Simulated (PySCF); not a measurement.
B3LYP has the VWN-RPA correlation part, as in Gaussian. Delta-SCF ions had no search for a lower state. Excitations are Tamm–Dancoff values on a coarser integration grid. The basis has no diffuse functions, so Rydberg states are missing or too high.

Z-matrix (Å, degrees):
```
C
C 1 1.3157
O 2 1.3714 1 125.12
H 3 0.9652 2 109.28 1 0.00
O 1 1.3754 2 137.64 3 0.00
H 2 1.0787 1 121.64 5 180.00
C 1 1.4266 2 158.77 6 0.00
H 7 1.0850 1 120.39 2 -79.82
H 7 1.0850 8 116.21 5 135.59
```
Charge 0, multiplicity 1.

Task: Estimate the LUMO, dipole moment, T1 excitation (TDA), vertical ionisation energy (Delta-SCF), S1–T1 gap (TDA), HOMO, HOMO–LUMO gap and total energy that PySCF 2.14.0 with B3LYP-D3(BJ)/def2-TZVP returns for this input.

Result: 
The LUMO is 0.56 eV, the dipole moment comes out as 1.78 D and the T1 excitation (TDA) is 4.41 eV. The vertical ionisation energy (Delta-SCF) comes out as 8.59 eV and the S1–T1 gap (TDA) is 0.97 eV. The HOMO comes out as -6.04 eV, the HOMO–LUMO gap is 6.60 eV and the total energy is -267.2007 Ha.
